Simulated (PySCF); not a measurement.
B3LYP has the VWN-RPA correlation part, as in Gaussian. 

Cartesian coordinates (Å):
```xyz
7

C     -0.7542    -0.0050    -0.0681
C      0.7478    -0.1091     0.0485
Si     0.0929     1.6587     0.2846
H     -1.3579    -0.4461     0.7200
H     -1.2003    -0.1518    -1.0475
H      1.1571    -0.6205     0.9150
H      1.3146    -0.3261    -0.8525
```
Charge 0, spin multiplicity 1.

What HOMO–LUMO gap, HOMO and total energy does B3LYP-D3(BJ)/def2-TZVP run with PySCF 2.14.0 give?


The HOMO–LUMO gap comes out as 3.71 eV and the HOMO comes out as -6.34 eV. The total energy comes out as -368.0967 Ha.
